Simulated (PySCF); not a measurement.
Simulation results for AlBH₂N

Calculation on a computer-drawn molecule: vertical ionisation energy to the stated ion spin, frozen-core CCSD(T) at the basis limit and cheaper methods, single-reference cases, UHF for radicals, no spin-orbit; all values are single points at the evaluated structure, the first of each entry, which is the reference or a displaced copy of it and isn't optimised; the reference structure only sets the zero of the energies above reference; triples share is (T) over the correlation energy. Program: PySCF 2.14.0.

Entry: AlBH₂N

Evaluated structure:
```xyz
5
AlBH2N
B      0.2725     1.1495     0.0978
N     -0.8342     0.6901    -0.2415
Al    -2.4105     0.1218    -0.6654
H      1.5016     1.6611     0.4816
H     -2.7987    -0.1412    -2.1912
```

Reference structure:
```xyz
5
AlBH2N
B      0.3005     1.1741     0.0992
N     -0.8059     0.7206    -0.2584
Al    -2.4150     0.0707    -0.6432
H      1.3424     1.6007     0.4281
H     -2.7955    -0.1334    -2.1772
```

Settings of this run: charge 0, multiplicity 2, ion multiplicity 1, diffuse functions no, basis cc-pV(n+d)Z, reference is the Hartree-Fock double-zeta minimum, best is HF at quadruple zeta + MP2 correlation extrapolated from triple and quadruple zeta + CCSD(T) minus MP2 at triple zeta and basis step is the size of the change from the same recipe one zeta lower.

Results for AlBH₂N: ionisation energy best 7.404 eV; ionisation energy basis step 0.01281 eV; energy above reference best 11.43 kcal/mol; energy above reference basis step 0.073 kcal/mol; total energy HF triple zeta -322.2505 hartree; total energy CCSD(T) triple zeta -322.6320 hartree; total energy best -322.6813 hartree; T1 diagnostic at triple zeta 0.01727; D1 diagnostic at triple zeta 0.04182; spin squared at triple zeta 0.7552; ion T1 diagnostic at triple zeta 0.01606; ion D1 diagnostic at triple zeta 0.03615; triples share at triple zeta 0.04522; basis functions triple zeta 127; dipole magnitude HF at triple zeta 1.822 debye; dipole magnitude CCSD unrelaxed at triple zeta 1.188 debye; dipole magnitude PBE at triple zeta 1.087 debye; dipole magnitude r2SCAN at triple zeta 1.267 debye; dipole magnitude B3LYP at triple zeta 1.229 debye; dipole magnitude wB97X at triple zeta 1.442 debye.

Drawn bonds:
| atom | other atom | order |
| --- | --- | --- |
| 1 | 2 | 1 |
| 2 | 3 | 2 |
| 1 | 4 | 1 |
| 3 | 5 | 1 |

Triple zeta:
| method | ionisation energy (eV) | energy above reference (kcal/mol) |
| --- | --- | --- |
| HF | 7.101 | 11.95 |
| PBE | 7.413 | 10.52 |
| r2SCAN | 7.527 | 11.18 |
| B3LYP | 7.469 | 11.55 |
| wB97X | 7.34 | 11.08 |
| MP2 | 7.342 | 12.03 |
| CCSD | 7.357 | 11.31 |
| CCSD(T) | 7.378 | 11.25 |
